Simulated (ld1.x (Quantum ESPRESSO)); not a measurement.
# Before and after: TM potential for chlorine (Cl)

ld1.x (Quantum ESPRESSO) 7.5 input, shortened:

```
&input
   title='Cl', zed=17., rel=0, dft='WC', iswitch=3,
   config='[Ne] 3s2 3p3 3d-2'
 /
 &inputp
   pseudotype=2, tm=.true., lloc=-1, rcloc=0.75,
   nlcc=.false.
 /
3
3S  1  0   2.00   0.00  1.20  1.20  0.0
3P  2  1   3.00   0.00  1.20  1.20  0.0
3D  3  2  -2.00   0.25  0.90  0.90  0.0
 &test
   configts(1)='3s2 3p3'
 /
```

All-electron outer shells of the reference configuration (Wu–Cohen, non-relativistic, ld1.x):

```json
{"shell": "3s", "level (eV)": "-44.67", "outermost node (bohr)": "0.56", "outermost maximum (bohr)": "1.26"}
{"shell": "3p", "level (eV)": "-31.68", "outermost node (bohr)": "0.53", "outermost maximum (bohr)": "1.36"}
```

Change: all radii scaled by about 0.73 (s 0.88, p 0.88, d 0.66 bohr); local potential all-electron potential smoothed inside 0.54 bohr (lloc = -1).

Cutoffs: the cutoffs (Ry, on a coarse ladder) from which the occupation-weighted sum of valence levels, in a spherical-Bessel basis at the reference potential, stays within 10 and 1 mRy of its value at 400 Ry; they do not see the model core or the augmentation charge, which bear on the density cutoff. Errors are all-electron minus pseudo energies relative to the spin-unpolarised reference configuration.

How do hardness, ghosts and transferability respond?

Both files keep a bound ghost (s); of the 7 tests that both files solve, the error grows in 6 and shrinks in 0 by more than 15 % and 0.3 meV (median size 14.7 → 29.2 meV). That the errors move this way runs against the usual rule that smaller radii transfer better.

| quantity | base | changed |
| --- | --- | --- |
| cutoff, loose | 60 Ry | 300 Ry |
| cutoff, tight | 90 Ry | over 300 Ry |
| loose cutoff by channel (10 mRy a level) | s 55 Ry, p 15 Ry | s 110 Ry, p 200 Ry |
| bound ghosts | s | s |
| error for 3s2 3p5, meV [ΔE -39.31 eV] | +22 | +44 |
| error for 3s2 3p4, meV [ΔE -25.44 eV] | +7.8 | +15 |
| error for 3s2 3p2, meV [ΔE 38.31 eV] | +14 | +20 |
| error for 3s2 3p5.3, meV [ΔE -41.44 eV] | +25 | +53 |
| error for 3s2 3p4.5, meV [ΔE -33.73 eV] | +15 | +29 |
| error for 3s1 3p5, meV [ΔE -12.96 eV] | +9.8 | +29 |
| error for 3s2 3p1, meV [ΔE 90.58 eV] | +72 | +78 |

 A true bound ghost makes a file unfit for plane-wave use even where its test errors are small: the radial tests pick states by their node count and pass the ghost by.
